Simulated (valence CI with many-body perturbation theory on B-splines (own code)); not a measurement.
## From CI to CI+MBPT in Pb51+

Calculated by configuration interaction combined with many-body perturbation theory (CI+MBPT): three valence electrons over a frozen Dirac-Fock core [Ar] 3d10, a basis of 11 s, 11 p, 9 d, 7 f, 5 g, 2 h, 1 i functions for each j, with the one-electron correlation potential Σ1 (screened to all orders), the two-electron term Σ2, the three-electron term Σ3, Breit, model QED; selected single and double excitations, second order for the rest (own B-spline code, finite nucleus).

No measured spectrum was set against this ion. As an estimate, large intervals hold to a few tenths of a per cent, small ones and those within an open d or f shell to about a per cent.

Each rung adds one term. CI alone is the Dirac-Coulomb CI over the frozen core; QED comes last and gives the full result, which names the levels. Energies are above (4s^2 4p1/2) J=1/2 on the same rung, in eV.

Levels are named by their leading jj configuration (3d3/2^4 stands for four electrons in 3d with j = 3/2), which in mixed levels can hold well under half, so a name can repeat and another be missing. Letters in brackets count levels of one name in rising energy.

```
                     Level  CI alone    + Σ1    + Σ2    + Σ3  + Breit    Full
        (4s 4p1/2^2) J=1/2    118.59  118.44  118.46  118.47   120.06  118.12
        (4s^2 4p3/2) J=3/2    171.21  171.55  171.70  171.71   169.82  169.97
(4s 4p1/2 4p3/2) J=3/2 [a]    273.34  273.54  274.20  274.22   273.92  272.14
    (4s 4p1/2 4p3/2) J=5/2    283.71  283.91  284.29  284.30   283.86  282.10
(4s 4p1/2 4p3/2) J=3/2 [b]    297.93  298.13  297.98  297.98   297.56  295.83
    (4s 4p1/2 4p3/2) J=1/2    300.68  300.88  300.28  300.28   299.99  298.21
        (4s^2 4d3/2) J=3/2    363.55  363.61  362.86  362.86   360.58  360.24
        (4s^2 4d5/2) J=5/2    397.15  397.36  396.91  396.91   393.87  393.65
     (4p1/2^2 4p3/2) J=3/2    416.34  416.39  416.06  416.07   417.21  413.58
        (4s 4p3/2^2) J=5/2    452.26  452.80  453.18  453.19   450.93  449.35
(4s 4p1/2 4d3/2) J=3/2 [a]    455.81  455.71  456.18  456.21   455.45  453.25
    (4s 4p1/2 4d3/2) J=5/2    465.08  464.99  465.24  465.26   464.38  462.19
        (4s 4p3/2^2) J=1/2    471.22  471.77  471.73  471.73   469.59  467.96
        (4s 4p3/2^2) J=3/2    475.71  476.25  475.66  475.66   473.46  471.84
    (4s 4p1/2 4d3/2) J=1/2    480.92  480.83  480.18  480.18   479.43  477.24
(4s 4p1/2 4d3/2) J=3/2 [b]    482.93  482.85  482.22  482.23   481.44  479.23
(4s 4p1/2 4d5/2) J=5/2 [a]    502.00  502.04  501.99  502.01   500.53  498.43
    (4s 4p1/2 4d5/2) J=7/2    509.06  509.10  508.94  508.96   507.30  505.22
(4s 4p1/2 4d5/2) J=5/2 [b]    515.99  516.04  515.74  515.75   514.22  512.10
```

(1) How does the ionisation energy move along the ladder, and which term matters most?

## Answers

(1) CI alone 3040.4, + Σ1 3042.5, + Σ2 3042.5, + Σ3 3042.4, + Breit 3038.1, + QED 3038.0 eV. The largest step is Breit, -4.3 eV. NIST lists 3036 ± 4 eV (theoretical).
